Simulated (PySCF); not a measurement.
Compound: C4HF4N.
InChI=1S/C4HF4N/c5-2(1-9)3(6)4(7)8/h4H/b3-2+

Torsions of this conformer, `[N:1]#[C:2]/[C:3]([F:4])=[C:5](\[F:6])[CH:7]([F:8])[F:9]`: C3–C5–C7–F8 59°.

The closed-shell ground state was solved at several levels (PySCF, density fitting, gas phase, non-relativistic). Geometry: GFN2-xTB, one conformer, isolated molecule.

```json
{"level": "PBE0/def2-SVPD", "basis functions": "200", "HOMO (eV)": "-8.76", "LUMO (eV)": "-2.56", "gap (eV)": "6.20", "dipole (D)": "2.69"}
{"level": "B3LYP/pcJ-1", "basis functions": "253", "HOMO (eV)": "-8.44", "LUMO (eV)": "-2.66", "gap (eV)": "5.78", "dipole (D)": "2.70"}
```

Task: Estimate the row for PBE0/pcSseg-1, a basis of 158 functions; the other rows only guide the guess.

Result: HOMO -8.66 eV, LUMO -2.45 eV, gap 6.21 eV, dipole 2.72 D.

Task: How far do the dipole and the HOMO energy spread over the levels?

Result: The dipole runs from 2.69 to 2.72 D (mean 2.70 D) and the HOMO from -8.76 to -8.44 eV.
